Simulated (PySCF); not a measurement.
**Deuteron quadrupole couplings in `[SiH3]O[SiH2]O[SiH2]P`**

H9O2PSi3.
Z-matrix (Å and degrees, GFN2-xTB geometry), rows numbered from 1:
```
Si
O   1  1.6218
Si  2  1.6127  1  153.44
O   3  1.6205  2  110.46  1     7.71
Si  4  1.6175  3  149.66  2   -21.41
P   5  2.2395  4  108.07  3   -80.02
H   1  1.4604  2  103.11  3   170.14
H   1  1.4638  2  108.00  3   -70.62
H   1  1.4629  2  109.07  3    50.13
H   3  1.4534  2  107.35  1   121.71
H   3  1.4543  2  107.29  1  -109.82
H   5  1.4643  4  102.30  3   157.09
H   5  1.4655  4  110.48  3    38.19
H   6  1.3854  5   94.57  4  -171.24
H   6  1.3861  5   95.74  4   -78.25
```

Level: PBE0/pcSseg-1 (PySCF, non-relativistic); Q(2H) = 0.00286 b; rigid geometry, the same for H and D, with no vibrational averaging.

Task: Give the electric field gradient Vzz (the principal value of largest size), its asymmetry and the 2H coupling at each hydrogen.

Result: 
```tsv
atom	bonded to	bond length (Å)	Vzz (au)	η	χzz (kHz)
H7	Si1	1.460	0.1619	0.02	109
H8	Si1	1.464	0.1587	0.03	107
H9	Si1	1.463	0.1588	0.04	107
H10	Si3	1.453	0.1644	0.01	110
H11	Si3	1.454	0.1633	0.01	110
H12	Si5	1.464	0.1594	0.01	107
H13	Si5	1.465	0.1573	0.04	106
H14	P6	1.385	0.2127	0.08	143
H15	P6	1.386	0.2116	0.07	142
```

Task: Average by the element that carries the hydrogen.

Result: on Si: 108 kHz over 7 positions, mean bond length 1.461 Å; on P: 143 kHz over 2 positions, mean bond length 1.386 Å.

Task: How does χzz go with the bond length over the 7 Si–H bonds?

Result: A straight-line fit has a slope of -3.5 kHz for each 0.01 Å, with a correlation coefficient of -0.96, over lengths from 1.453 to 1.465 Å. The longer bonds have the smaller couplings here.

Task: A static deuteron (I = 1) shows a doublet split by (3/2)χ, (3/4)χ(1 + η) and (3/4)χ(1 − η) with the field along z, y and x of the gradient. What are these for H15?

Result: With |χ| = 142.2 kHz and η = 0.071: 213, 114 and 99 kHz, to first order and without motion.

Isolated species at its GFN2-xTB geometry (one conformer only). GFN2-xTB bond lengths can be off by several hundredths of an ångström, more for odd bonds, and the gradients follow them. These gradients aren't converged with respect to the basis.
